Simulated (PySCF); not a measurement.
Constitutional and geometric isomers with formula H2F2Si2. Gas-phase values, no solvent. Strings in code marks are SMILES.

The HOMO–LUMO gap from two functionals at the same geometries (ωB97X-D3(BJ)/def2-TZVP), both in PySCF: PBE-D3(BJ)/def2-TZVP and ωB97X-D3(BJ)/def2-TZVP. 

```json
[
 {"species": "`F/[SiH]=[SiH]/F`", "ωB97X-D3(BJ)/def2-TZVP (eV)": "7.71"},
 {"species": "`F/[SiH]=[SiH]\\F`", "ωB97X-D3(BJ)/def2-TZVP (eV)": "7.81"},
 {"species": "`[Si](F)(=[SiH2])F`", "ωB97X-D3(BJ)/def2-TZVP (eV)": "8.56"}
]
```

Question: What does PBE-D3(BJ)/def2-TZVP give for each?

Answer: 
- `F/[SiH]=[SiH]/F`: 2.32
- `F/[SiH]=[SiH]\F`: 2.38
- `[Si](F)(=[SiH2])F`: 2.99
Over these rows, drawn at random from the members with no instability flagged (it was tested for open shells, ions and some series alone), PBE minus ωB97X-D3(BJ): mean -5.46 eV, from -5.57 eV to -5.39 eV.
